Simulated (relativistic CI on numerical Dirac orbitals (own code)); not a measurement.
Computed by Dirac-Coulomb-Breit CI, separate exchange-only KLI orbitals for each configuration, a model potential for QED, unscaled Slater integrals (own radial code, finite nucleus).

Configurations in the expansion: 1s², 1s2s, 1s2p, 1s3s, 1s3p, 1s3d, 1s4s, 1s4p, 1s4d, 1s4f, 1s5s, 1s5p, 1s5d, 1s5f, 1s5g, 1s6s, 1s6p, 1s6d. Levels of other configurations are missing.

At this charge energies of transitions that change n are usually good to better than 1 %, and those within a shell (Δn = 0) to a few per cent.

Outline of the computed level scheme of Sn XLIX. Lowest level of each configuration: 1s² ¹S0 at 0.0 eV; 1s2s ³S1 at 25645.2 eV; 1s2p ³P°1 at 25715.6 eV; 1s3s ³S1 at 30475.5 eV; 1s3p ³P°1 at 30494.7 eV; 1s3d ³D2 at 30585.0 eV; 1s4s ³S1 at 32146.1 eV; 1s4p ³P°1 at 32154.0 eV; 1s4d ³D2 at 32191.9 eV.

Some strong electric-dipole decays among the lowest 27 levels: 1s2p ¹P°1 → 1s² ¹S0 (5.1e+15 s⁻¹); 1s2p ³P°1 → 1s² ¹S0 (2.1e+15 s⁻¹); 1s3p ¹P°1 → 1s² ¹S0 (1.4e+15 s⁻¹); 1s4p ¹P°1 → 1s² ¹S0 (5.8e+14 s⁻¹); 1s3p ³P°1 → 1s² ¹S0 (5.6e+14 s⁻¹); 1s3d ³D3 → 1s2p ³P°2 (3.7e+14 s⁻¹); 1s3d ¹D2 → 1s2p ¹P°1 (3.3e+14 s⁻¹); 1s3d ³D2 → 1s2p ³P°1 (3.2e+14 s⁻¹).

LS names give the leading component of a level, which can be under half, so a name can repeat, a term be missing and a line seem to break the LS rules.
